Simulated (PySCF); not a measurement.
Run record: geometry optimisation, [WO3(NH2)]- (`[NH2][W-](=[O])(=[O])=[O]`).

Computed with PBE0-D3(BJ)/def2-SVP geometry optimisation, gas phase, def2 core potentials past Kr (PySCF 2.14.0). Start geometry: GFN2-xTB. The input is one job of a driver script: a line of settings, then coordinates in Å.

Input:
```
{"job": {"xc": "PBE0", "basis": "def2-SVP", "d3": "d3bj", "grid": 1, "maxiter": 30, "shake": 0.03, "kind": "geom"}, "charge": -1, "multiplicity": 1}
W      0.469170     0.648790     0.238540
O      0.265560     0.547010     1.929510
O      1.970690     0.596780    -0.360680
O     -0.359060     2.100520    -0.371310
N     -0.586010    -0.982400    -0.577680
H     -0.129100    -1.863980    -0.576500
H     -1.539400    -1.148730    -0.350430
```

Output:
```
step   0  E = -348.40230972  max force = 0.216152
step   1  E = -348.42706836  max force = 0.071306
step   2  E = -348.43311648  max force = 0.021049
step   3  E = -348.43354632  max force = 0.008198
step   4  E = -348.43370578  max force = 0.002548
step   5  E = -348.43372156  max force = 0.001119
step   6  E = -348.43373906  max force = 0.001509
step   7  E = -348.43376640  max force = 0.001033
step   8  E = -348.43377629  max force = 0.000653
step   9  E = -348.43378116  max force = 0.000290
optimisation converged
```

Energies in Eh; «max force» is the largest Cartesian gradient component in Eh/bohr.

Task: How much energy does the optimisation release, in kJ/mol?

Result: E(step 0) − E(last step) = 0.031471 Eh, which is 82.6 kJ/mol.

Task: Give the first gradient maximum in eV/Å.

Result: With 1 Eh/bohr = 51.422 eV/Å, 11.115 eV/Å.

Main results: final energy -348.43378 Eh after 9 steps.

Task: Give the final coordinates.

Result: 0.088 Å rms from the input after alignment:
```
atom  x, y, z in Å
W1     0.3750    0.6406    0.2027
O2     0.3821    0.6039    1.9534
O3     2.0166    0.6048   -0.3990
O4    -0.5124    2.0435   -0.3508
N5    -0.5465   -0.9855   -0.5313
H6    -0.0783   -1.8862   -0.5350
H7    -1.5447   -1.1231   -0.4085
```

Task: Estimate the wall time. Hardware: an AMD EPYC 9R14 with one thread, shared host with 96 logical CPUs at a one-minute load of 77. And the peak memory of the process?

Result: About 46 s, with 0.38 GiB resident at the peak, the Python interpreter and its libraries included.
Labels such as C1 count atoms from 1, the log's own numbers from 0.
